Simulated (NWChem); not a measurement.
P2H cation; SMILES P#[PH+]

```xyz
3

P      0.0000     0.0000     1.0404
P      0.0000     0.0000    -0.8584
H      0.0000     0.0000    -2.2951
```
Atoms are numbered in this order, from 1.

Results from NWChem. Pople sets run with spherical d functions. Coordinates come from a PBE-D3(BJ)/def2-SVP optimisation. Atomic charges in e: unrestrained fits to the electrostatic potential beside Mulliken populations; the two definitions need not agree.

What does the run give for Hartree-Fock/6-31G*? Quantities: ESP P1; Mulliken P1; ESP P2; Mulliken P2; relative RMS misfit of the potential (%).


* **ESP P1**: 0.51
* **Mulliken P1**: 0.58
* **ESP P2**: 0.12
* **Mulliken P2**: 0.19
* **relative RMS misfit of the potential (%)**: 3
